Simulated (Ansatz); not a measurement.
Mulliken charges of BClH₆Si₂ (`[SiH3][SiH2]BCl`) from B3LYP/def2-TZVPP in Ansatz (PBE0-D4/def2-TZVP geometry).

| atom | x (Å) | y (Å) | z (Å) | charge (e) |
| --- | --- | --- | --- | --- |
| Si1 | -1.289 | 0.810 | 0.628 | 0.137 |
| Si2 | 0.544 | -0.655 | 0.529 | 0.099 |
| B3 | 1.364 | -0.383 | -1.280 | 0.104 |
| Cl4 | 0.797 | -1.308 | -2.642 | -0.106 |
| H5 | -0.833 | 2.212 | 0.425 | -0.055 |
| H6 | -1.965 | 0.713 | 1.949 | -0.053 |
| H7 | -2.264 | 0.467 | -0.440 | -0.050 |
| H8 | 0.051 | -2.046 | 0.722 | -0.059 |
| H9 | 1.487 | -0.305 | 1.628 | -0.068 |
| H10 | 2.191 | 0.445 | -1.516 | 0.050 |

Question: By hand: the dipole of these point charges (1 e Å = 4.8032 D).

Answer: Σ q r = (0.203, 0.126, -0.048) e Å, of length 0.244 e Å = 1.17 D.

Question: How does the dipole of the full density compare? (An estimate is asked.)

Answer: Ansatz gave: (0.044, 0.041, 0.079) e Å, 0.48 D; the point charges give 2.44 times that, at 65° from its direction.

Point charges leave out the atoms' own dipoles, such as those of lone pairs, and Mulliken's split depends on the basis, so the two needn't agree.

B3LYP here is the variant with VWN-RPA as its local correlation; programs differ in this.
